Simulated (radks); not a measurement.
The nuclear charge of neutral molybdenum is varied continuously with 42 electrons held in [Kr] 4d5 5s1. All-electron calculation, Dirac Kohn-Sham, LDA (Slater exchange, Perdew-Wang correlation), spin-unpolarised, spherical densities, finite nucleus; open shells fill j = l - 1/2 first; Fermi nuclear charge, rms radius 4.4091 fm. Program: a radial shooting solver on a logarithmic mesh with Libxc functionals. By the Hellmann-Feynman theorem dE/dZ = E(electron-nucleus)/Z, the electronic potential at the nucleus (averaged over a nucleus of fixed radius).

Z     E (hartree)  E(electron-nucleus)/Z (hartree)   HOMO  e(HOMO) (eV)  <r> HOMO (bohr)
41.8  -3998.55323                         -231.262  4d5/2        -2.180            2.127
42    -4044.95913                         -232.797  4d5/2        -3.788            2.024
42.2  -4091.67184                         -234.330  4d5/2        -5.564            1.937
42.4  -4138.69095                         -235.861  5s1/2        -6.997            3.305
42.6  -4186.01613                         -237.391  5s1/2        -8.481            3.197
42.8  -4233.64717                         -238.919  5s1/2       -10.048            3.099
43    -4281.58388                         -240.448  5s1/2       -11.695            3.009

The central difference of E at Z = 42 is -232.797 hartree, to compare with the third column; the second derivative is -7.67 hartree.
